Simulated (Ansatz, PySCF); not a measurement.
Process, species as SMILES: COB(Cl)Cl -> [CH2]OB(Cl)Cl + H atom (the C-H bond at the site shown breaks; other sites are not compared here)
Structures are relaxed separately at B3LYP-D3(BJ)/def2-TZVP in Ansatz (a first-principles code), one conformer each, not searched for the lowest. Frequencies are from Ansatz.
Geometry of the first species:
```
O
B 1 1.3331
C 1 1.4311 2 124.30
H 3 1.0869 1 106.74 2 -180.00
H 3 1.0897 4 109.93 1 -119.80
H 3 1.0897 4 109.93 5 -120.41
Cl 2 1.7603 1 118.47 3 180.00
Cl 2 1.7721 1 122.36 3 0.00
```
Charge 0, spin multiplicity 1.

Quantity: bond dissociation energy (enthalpy at 298 K, with B3LYP-D3(BJ) rigid-rotor harmonic-oscillator terms), in kJ/mol. Correlated levels leave the core frozen unless marked. Open shells are spin-unrestricted. Spin-orbit coupling is left out. Non-relativistic. CBS(X,Y): correlation extrapolated as X^-3; Hartree-Fock from the larger set. [CCSD(T)-MP2]/basis is that difference in the basis named.

RI-MP2/CBS(cc-pV(T+d)Z,cc-pV(Q+d)Z)+[CCSD(T)-MP2]/cc-pV(T+d)Z (Ansatz) gives 418.6 kJ/mol.

Task: Another calculation gave 433.6 kJ/mol. Which level was it?
A) M06-2X/def2-TZVPD (PySCF)
B) revPBE/def2-TZVPD (Ansatz)
C) SVWN5/def2-TZVPD (Ansatz)
D) LC-wPBE/def2-TZVPD (Ansatz)

Result: C, SVWN5/def2-TZVPD (Ansatz). The others give 394.4 (LC-wPBE), 409.2 (M06-2X), 382.9 (revPBE) kJ/mol.
